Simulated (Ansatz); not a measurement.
Q: Name a neutral molecule of F, N, Si, Sn and H with LUMO energy (PBE0/def2-TZVPP) between -2.70 and -2.40 eV and HOMO–LUMO gap (PBE/def2-TZVPP) between 3.30 and 3.60 eV (Ansatz, PBE0-D4/def2-TZVP geometry).

A: `[F][Sn][N]([SiH3])[SiH3]` (-2.52 eV, 3.37 eV). Other molecules can fit too; these were computed, each in one conformer that needn't be the lowest.
